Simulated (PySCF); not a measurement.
**Polarisability and C₆ of V²⁺ (vanadium, charge +2)**

[Ar] 3d2 4s1, high-spin 4F determinant (an excited configuration). Computed with PySCF 2.14 in aug-cc-pVTZ with one added diffuse shell each of s, p, d, f, g type (9s8p6d4f3g, 118 functions), with no relativity, point nucleus. Coupled (time-dependent) response in atomic units; α is the mean over directions.

```json
{"method": "r2SCAN0", "mean α (bohr³)": "26.20", "α xx, yy, zz": "26.18, 26.18, 26.22", "C₆ (like pair)": "119.8", "S(−4)": "618.2"}
```

S(−4) is the Cauchy moment in α(ω) = α(0) + S(−4) ω² + …

α(iu) at r2SCAN0:

| u (hartree) | α(iu) (bohr³) |
| --- | --- |
| 0 | 26.20 |
| 0.0500 | 24.75 |
| 0.100 | 21.29 |
| 0.200 | 14.06 |
| 0.300 | 9.461 |
| 0.500 | 5.299 |
| 0.750 | 3.366 |
| 1.00 | 2.476 |
| 1.50 | 1.602 |
| 2.00 | 1.146 |
| 3.00 | 0.6717 |
| 5.00 | 0.3092 |

A single London oscillator, α(iu) = α/(1 + u²/ω²), gives C₆ = (3/4) ω α². Matching the computed C₆ needs ω = 4 × 119.8 / (3 × 26.20²) = 0.233 hartree.

For an ion, C₆ is the dispersion term alone; charge-induced terms of lower order in 1/R come first.

The components differ because the open shell of this determinant is not spherical; for a pure term their mean is the scalar polarisability.
